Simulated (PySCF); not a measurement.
**Relaxation of singlet PdH₅⁻**

All numbers come from PBE0 in PySCF with Pd def2-TZVPD with ECP28, H def2-TZVPD; scalar-relativistic core potentials, no spin–orbit coupling; density-fitted integrals. A (50,194) grid was used.

A start displaced from a saddle point along its imaginary mode, with no symmetry imposed:

```xyz
6
charge -1 multiplicity 1, angstrom
Pd    0.0001    0.0007   -0.0159
H    -0.0116   -0.1194    1.4511
H     1.6366    0.0142    0.0502
H     0.0014    1.6464    0.0028
H    -1.6345    0.0142    0.0604
H     0.0014   -1.6247    0.1078
```

Optimiser trace:
```csv
step,E − E(last) (kJ/mol),largest gradient (Eh/bohr)
0,114.48,0.00229
2,114.32,0.00243
4,112.67,0.00884
6,82.60,0.02310
8,41.54,0.04716
10,20.01,0.00933
12,15.70,0.01258
14,9.34,0.00901
16,4.03,0.00975
18,1.92,0.00723
20,0.42,0.00336
22,0.13,0.00136
24,0.02,0.00107
26,0.00,0.00017
```

It ends at C2v with H–H 0.860 Å, Pd–H 1.562 Å, Pd–H 1.645 Å (×2), Pd–H 1.728 Å (×2); H–H–Pd 75.6° (×2), H–Pd–H 28.8°, H–Pd–H 82.0° (×2), H–Pd–H 83.6° (×2), H–Pd–H 110.8° (×2), H–Pd–H 165.6° (×2), H–Pd–H 167.2° (after a last refinement on a finer grid). A frequency run shows a minimum. Other isomers or separated fragments may lie lower.

Final geometry:
```xyz
6
charge -1 multiplicity 1, angstrom
Pd    0.0000    0.0119   -0.0056
H    -0.4289   -1.4838    0.7464
H     1.6258    0.1023   -0.2399
H     0.0014    1.4263   -0.6690
H    -1.6255    0.2524    0.0735
H     0.4260   -1.5233    0.6640
```

The relaxation took about 5 core-minutes on a shared host.
